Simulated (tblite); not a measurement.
Run record: tight-binding relaxation, `N#CC(C#N)=C(C#N)C1=CC=C([SiH3])B1`.

Computed with GFN2-xTB geometry optimisation, gas phase (tblite 0.8.0). Start geometry: from a force field or distance geometry. A driver script takes a list of jobs; this job's settings line and coordinates (Å) are shown.

Input:
```
{"job": {"kind": "relax", "xc": "GFN2-xTB", "basis": "xTB"}, "charge": 0, "multiplicity": 1}
N     -2.242600     2.594700    -0.467200
C     -2.437300     1.540500    -0.051900
C     -2.654600     0.209900     0.489000
C     -3.992800    -0.040900     0.982100
N     -5.057200    -0.259600     1.402400
C     -1.721500    -0.755300     0.452800
C     -2.036800    -2.094200     0.893200
N     -2.286800    -3.165000     1.253400
C     -0.325600    -0.518400    -0.025800
C      0.405300    -1.405800    -0.683300
C      1.758600    -0.899000    -0.935400
C      1.903800     0.317700    -0.431300
Si     3.470200     1.286000    -0.403300
B      0.578700     0.726000     0.235700
H      0.062700    -2.377400    -0.986700
H      2.543100    -1.452300    -1.418400
H      4.262200     0.971400    -1.612000
H      3.164600     2.716400    -0.393500
H      4.247300     0.934700     0.792600
H      0.353500     1.681300     0.904600
```

Task: Give the output.

Result: 
```
step      E/eV     max force
  0    -920.53641    2.697
  1    -920.59251    5.924
  2    -920.67596    2.777
  3    -920.77302    0.849
  4    -920.79326    0.716
  5    -920.79694    1.445
  6    -920.81237    0.258
  7    -920.81616    0.235
  8    -920.81938    0.456
  9    -920.82070    0.637
... (151 lines left out)
161    -920.91237    0.016
162    -920.91241    0.016
163    -920.91245    0.014
164    -920.91250    0.016
165    -920.91255    0.016
166    -920.91259    0.018
167    -920.91263    0.014
168    -920.91266    0.013
169    -920.91268    0.010
170    -920.91270    0.010
```

«max force» is the largest atomic force in eV/Å.

Task: From which step on does the largest force stay under 0.1 eV/Å, and how much energy is left to gain from there?

Result: From step 76 (0.076 eV/Å), 11.8 meV above the end.

Main results: energy lowered by 8.7 kcal/mol over 170 steps; largest atomic force 0.010 eV/Å at the end.

Task: Give the final coordinates.

Result: 0.589 Å rms from the input after alignment:
```
atom  x, y, z in Å
N1    -2.0293    2.7266    0.4357
C2    -2.2934    1.6119    0.5061
C3    -2.6547    0.2522    0.5565
C4    -4.0152   -0.0089    0.8201
N5    -5.1220   -0.2079    1.0435
C6    -1.7500   -0.7600    0.3219
C7    -2.2276   -2.0960    0.2957
N8    -2.5772   -3.1869    0.2754
C9    -0.3636   -0.5373    0.0663
C10    0.5159   -1.5208   -0.2932
C11    1.8310   -0.9796   -0.5850
C12    1.9042    0.3644   -0.4155
Si13   3.4252    1.4131   -0.7593
B14    0.5668    0.7069    0.3254
H15    0.2810   -2.5705   -0.3914
H16    2.6336   -1.6134   -0.9291
H17    4.4075    0.5829   -1.4601
H18    3.0119    2.5470   -1.5875
H19    3.9620    1.8753    0.5228
H20    0.4888    1.4119    1.2486
```

Task: How long does this job take on Arm Neoverse N1, one thread, shared host?

Result: About 3.3 s.
Labels such as C1 count atoms from 1, the log's own numbers from 0.
